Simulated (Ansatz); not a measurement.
`CN[SiH2]N` + `CC(F)[SiH2][SiH3]` → `CC(F)[SiH2]N` + `CN[SiH2][SiH3]`  (redistribution)

Computed with Ansatz on PBE0-D4/def2-TZVP structures; ΔE is electronic, products minus reactants. CCSD(T)/CBS is the MP2 limit (def2-TZVPP, def2-QZVPP) plus CCSD(T) − MP2 in def2-TZVPP, frozen cores. DFT in def2-TZVPP. B3LYP here is the variant with VWN-RPA as its local correlation; programs differ in this. Each species was taken in one conformer, which may not be the lowest.

`CN[SiH2]N`:

```xyz
12

C     0.408    0.580   -1.798
N    -0.344    0.381   -0.581
Si    0.307   -0.135    0.914
N    -0.936   -0.908    1.800
H    -0.167    0.269   -2.676
H     1.312   -0.033   -1.770
H     0.724    1.620   -1.952
H    -1.232    0.858   -0.564
H     0.794    0.920    1.853
H     1.486   -0.961    0.516
H    -0.954   -0.855    2.804
H    -1.399   -1.733    1.456
```

`CC(F)[SiH2][SiH3]`:

Z-matrix (Å, degrees):
```
C
C 1 1.509
H 1 1.093 2 110.6
H 1 1.093 2 110.1 3 119.5
H 1 1.092 2 111.1 3 -120.6
F 2 1.403 1 108.9 3 57.7
Si 2 1.909 1 114.5 3 178.5
H 2 1.097 1 109.9 3 -58.4
Si 7 2.339 2 110.4 1 -171.2
H 7 1.491 2 107.9 1 68.1
H 7 1.489 2 108.9 1 -49.2
H 9 1.486 7 110.7 2 66.4
H 9 1.488 7 110.1 2 -173.2
H 9 1.489 7 109.7 2 -53.9
```

`CC(F)[SiH2]N`:

Z-matrix (Å, degrees):
```
C
C 1 1.509
H 1 1.093 2 110.9
H 1 1.093 2 111.2 3 -120.5
H 1 1.093 2 109.8 3 119.4
F 2 1.405 1 109.0 3 57.7
Si 2 1.899 1 114.3 3 177.7
H 2 1.097 1 109.7 3 -58.6
N 7 1.719 2 110.5 1 58.9
H 7 1.485 2 109.5 1 176.7
H 7 1.491 2 106.2 1 -64.4
H 9 1.006 7 121.9 2 -81.5
H 9 1.005 7 120.1 2 129.3
```

`CN[SiH2][SiH3]`:

Cartesian coordinates in Å:
```
C -0.235 -1.942 -0.326
N -0.566 -1.027 0.745
Si -0.819 0.656 0.481
Si 1.045 1.836 -0.342
H -0.791 -1.666 -1.227
H -0.532 -2.963 -0.069
H 0.831 -1.954 -0.589
H -0.194 -1.302 1.640
H -1.224 1.248 1.786
H -1.923 0.816 -0.508
H 1.521 1.248 -1.627
H 2.177 1.783 0.626
H 0.711 3.267 -0.590
```

```json
{"level": "PBE-D4", "ΔE (kJ/mol)": "20.2", "difference from CCSD(T)/CBS": "-1.5"}
{"level": "r2SCAN-D4", "ΔE (kJ/mol)": "21.5", "difference from CCSD(T)/CBS": "-0.2"}
{"level": "PBE0-D4", "ΔE (kJ/mol)": "20.8", "difference from CCSD(T)/CBS": "-0.9"}
{"level": "B3LYP-D4", "ΔE (kJ/mol)": "19.5", "difference from CCSD(T)/CBS": "-2.2"}
{"level": "ωB97X-V", "ΔE (kJ/mol)": "20.4", "difference from CCSD(T)/CBS": "-1.3"}
{"level": "ωB97M-V", "ΔE (kJ/mol)": "21.1", "difference from CCSD(T)/CBS": "-0.6"}
{"level": "B2PLYP", "ΔE (kJ/mol)": "21.2", "difference from CCSD(T)/CBS": "-0.5"}
{"level": "PBE", "ΔE (kJ/mol)": "21.0", "difference from CCSD(T)/CBS": "-0.7"}
{"level": "r2SCAN", "ΔE (kJ/mol)": "21.7", "difference from CCSD(T)/CBS": "0.0"}
{"level": "PBE0", "ΔE (kJ/mol)": "21.5", "difference from CCSD(T)/CBS": "-0.2"}
{"level": "B3LYP", "ΔE (kJ/mol)": "20.6", "difference from CCSD(T)/CBS": "-1.1"}
{"level": "HF/def2-TZVPP", "ΔE (kJ/mol)": "20.1", "difference from CCSD(T)/CBS": "-1.6"}
{"level": "MP2/def2-TZVPP", "ΔE (kJ/mol)": "22.2", "difference from CCSD(T)/CBS": "0.5"}
{"level": "SCS-MP2/def2-TZVPP", "ΔE (kJ/mol)": "21.5", "difference from CCSD(T)/CBS": "-0.2"}
{"level": "CCSD/def2-TZVPP", "ΔE (kJ/mol)": "21.7", "difference from CCSD(T)/CBS": "0.0"}
{"level": "CCSD(T)/def2-TZVPP", "ΔE (kJ/mol)": "21.9", "difference from CCSD(T)/CBS": "0.2"}
{"level": "HF/def2-QZVPP", "ΔE (kJ/mol)": "20.0", "difference from CCSD(T)/CBS": "-1.7"}
{"level": "MP2/def2-QZVPP", "ΔE (kJ/mol)": "22.0", "difference from CCSD(T)/CBS": "0.3"}
{"level": "SCS-MP2/def2-QZVPP", "ΔE (kJ/mol)": "21.3", "difference from CCSD(T)/CBS": "-0.4"}
{"level": "HF/CBS(def2)", "ΔE (kJ/mol)": "20.0", "difference from CCSD(T)/CBS": "-1.7"}
{"level": "MP2/CBS(def2)", "ΔE (kJ/mol)": "22.0", "difference from CCSD(T)/CBS": "0.3"}
{"level": "CCSD/CBS(def2)", "ΔE (kJ/mol)": "21.5", "difference from CCSD(T)/CBS": "-0.2"}
{"level": "CCSD(T)/CBS", "ΔE (kJ/mol)": "21.7", "difference from CCSD(T)/CBS": "0"}
```

Largest T1 diagnostic among the species: 0.012.
